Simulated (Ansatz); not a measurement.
Relaxation of C3H7NTe (12 atoms, charge 0, multiplicity 1), to a largest force component of 0.02 eV/Å in at most 50 steps.

Method: RKS B3LYP-D4/def2-SVP in Ansatz.

```xyz
12
Properties=species:S:1:pos:R:3
C -0.529 1.299 1.083
C -0.408 0.043 0.835
N 0.449 -0.730 1.627
Te -1.376 -0.871 -0.762
C 0.175 -0.454 -2.105
H -1.248 1.943 0.453
H -0.024 1.838 1.883
H 0.650 -1.730 1.434
H 1.016 -0.286 2.475
H 1.100 -0.932 -1.690
H -0.075 -0.833 -3.078
H 0.346 0.659 -2.121
```

**Question.** Where does it end, and by what steps?

**Answer.** The forces met the threshold. The force dipped under the threshold on the way, but the program's further checks kept it going. After 29 steps the energy has fallen by 0.684 eV; H10 moved furthest, 1.05 Å.

```tsv
step	energy less start (eV)	largest force component (eV/Å)	accepted
0	0.0000	5.464	yes
2	-0.5767	0.634	yes
4	-0.6371	0.263	yes
6	-0.6492	0.099	yes
8	-0.6508	0.207	yes
10	-0.6582	0.051	yes
12	-0.6654	0.114	yes
14	-0.6712	0.135	yes
16	-0.6706	0.292	no
18	-0.6760	0.117	yes
20	-0.6781	0.089	yes
22	-0.6798	0.202	yes
24	-0.6819	0.064	yes
26	-0.6836	0.033	yes
28	-0.6838	0.024	yes
29	-0.6839	0.011	yes
```

```xyz
12
Properties=species:S:1:pos:R:3
C -0.077 1.187 0.827
C -0.180 -0.147 0.954
N 0.046 -0.873 2.115
Te -0.889 -1.407 -0.643
C -0.027 -0.200 -2.230
H -0.424 1.714 -0.060
H 0.341 1.789 1.642
H 0.554 -1.746 1.997
H 0.383 -0.328 2.905
H 0.989 0.086 -1.929
H 0.004 -0.819 -3.137
H -0.643 0.690 -2.407
```

Whether the end is a true minimum wasn't checked by a vibrational analysis.

Time of the run: 3.6 min on 2 threads of Arm Neoverse N1 (shared host), peak memory 0.3 GiB.
